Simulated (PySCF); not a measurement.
F₃S, SMILES F[S](F)F, multiplicity 2. Atoms are numbered in the order given.

```xyz
4

F      0.0000     1.6573    -0.2853
S      0.0000     0.0000    -0.3588
F      0.0000    -1.6573    -0.2853
F      0.0000     0.0000     1.2084
```
Charge 0, spin multiplicity 2.

Geometry optimised at PBE0-D3(BJ)/def2-TZVP. The geometry has at least one imaginary mode, so it is a saddle point at that level. The isomer is the one that the SMILES or the coordinates give; other isomers of the formula were not compared.

Calculation: PySCF with CAM-B3LYP/def2-TZVPD.

Mulliken values depend strongly on the basis, most of all with diffuse functions as here. ESP charges are fitted to the potential on shells at 1.4 to 2.0 van der Waals radii. Atomic charges (e):

```csv
atom,meta-Löwdin,Mulliken,ESP fit,Mulliken spin
F1,-0.47,-0.32,-0.26,0.08
S2,1.30,0.79,0.58,0.79
F3,-0.47,-0.32,-0.26,0.08
F4,-0.36,-0.15,-0.06,0.06
```
